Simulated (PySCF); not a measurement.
Dissociation curve of BF, singlet.

Level of theory: CCSD(T) on UHF/cc-pVDZ, 2 core orbitals frozen (PySCF).

Relative to R = 1.31 Å, what are the energies at R = 1.01, 1.38, 2.06, 3.75 Å?

134.0 mEh at 1.01 Å, 4.8 mEh at 1.38 Å, 137.8 mEh at 2.06 Å, 261.5 mEh at 3.75 Å.

The unrestricted determinant behind UCCSD(T) is spin-contaminated at 1.58 to 5.07 Å (<S²> up to 1.0, against 0.00 for a pure singlet).
